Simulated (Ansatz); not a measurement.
A structure drawn as `CBCBC`, with this starting geometry:

Cartesian coordinates in Å:
```
C -0.7796 0.7515 1.8835
B 0.3399 -0.1564 1.2875
C -0.0101 -1.1648 0.1180
B -0.3130 -0.4972 -1.2497
C 0.7273 0.4098 -2.0236
H -0.8787 0.6313 2.9526
H -0.4348 1.8461 1.7177
H -1.7070 0.6244 1.3406
H 1.4633 -0.1255 1.7759
H 0.8950 -1.8527 -0.0295
H -0.8487 -1.8170 0.4612
H -1.4182 -0.5670 -1.6762
H 1.5942 -0.1786 -2.2787
H 0.2974 0.8521 -2.9190
H 1.0730 1.2440 -1.3605
```

Total charge 0; spin multiplicity 1.

Relax it with Ansatz at PBE-D4/def2-SVP and then PBE0-D4/def2-TZVP. Is the drawn bonding still there?

Yes, every drawn bond is still there and no new one forms.

Give the relaxed structure. (Estimate.)

Ansatz gave: 
Z-matrix (Å, degrees):
```
C
B 1 1.558
H 1 1.092 2 115.3
H 1 1.099 2 108.2 3 121.2
H 1 1.096 2 111.0 3 -124.7
C 2 1.562 1 123.1 3 -4.7
H 2 1.203 1 118.2 3 174.2
B 6 1.562 2 105.9 1 82.8
H 6 1.092 2 111.8 1 -155.8
H 6 1.097 2 107.7 1 -32.2
C 8 1.557 6 123.5 2 102.1
H 8 1.203 6 118.2 2 -77.4
H 11 1.092 8 115.2 6 -9.0
H 11 1.100 8 107.4 6 111.0
H 11 1.095 8 111.9 6 -134.8
```
All modes are real.

Atoms count as bonded under 1.1 times the sum of their covalent radii (H–H under 0.85 Å, pairs among N, O and F under 1.55 Å), and a drawn bond as lost past 1.3 times.
